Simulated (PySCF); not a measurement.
# Excitation energy of Ne²⁺ by level of theory

Ne²⁺ [He] 2s2 2p4 (3P) → Ne²⁺ [He] 2s1 2p4 3d1 (high-spin determinant), as a difference of total energies. Calculation: PySCF 2.14, in dyall-acv3z (15s9p4d2f, 76 functions); the non-relativistic Hamiltonian (point nucleus). Correlated levels: valence: 1s2 frozen; valence and next inner shell: nothing frozen; virtual orbitals above 40 to 60 times the deepest correlated orbital energy dropped. The calculations carry no spin-orbit coupling.

| method | excitation energy (eV) |
| --- | --- |
| UHF | 76.070 |
| LDA | 75.372 |
| PBE | 75.110 |
| PBE0 | 75.714 |
| r2SCAN | 75.458 |
| MN15 | 74.905 |
| wB97X | 76.112 |
| r2SCAN0 | 75.889 |
| B97-3 | 76.405 |
| MP2 (valence) | 77.086 |
| SCS-MP2 (valence) | 77.332 |
| MP2 (valence and next inner shell) | 77.091 |
| SCS-MP2 (valence and next inner shell) | 77.341 |

Q: How much does correlation contribute at MP2 (valence and next inner shell)?

A: 77.091 − (76.070) = 1.021 eV, measured against UHF.

The upper state lies above the first ionisation limit, where it may autoionise and the basis confines it. A Rydberg-like electron needs more diffuse functions than a valence basis has.

The promoted electron is Rydberg-like, and one or two diffuse shells describe it only roughly, which tends to raise the upper state.

The determinant of the upper state mixes LS terms, which raises its energy above the lowest term, most at the Hartree-Fock and MP2 levels.
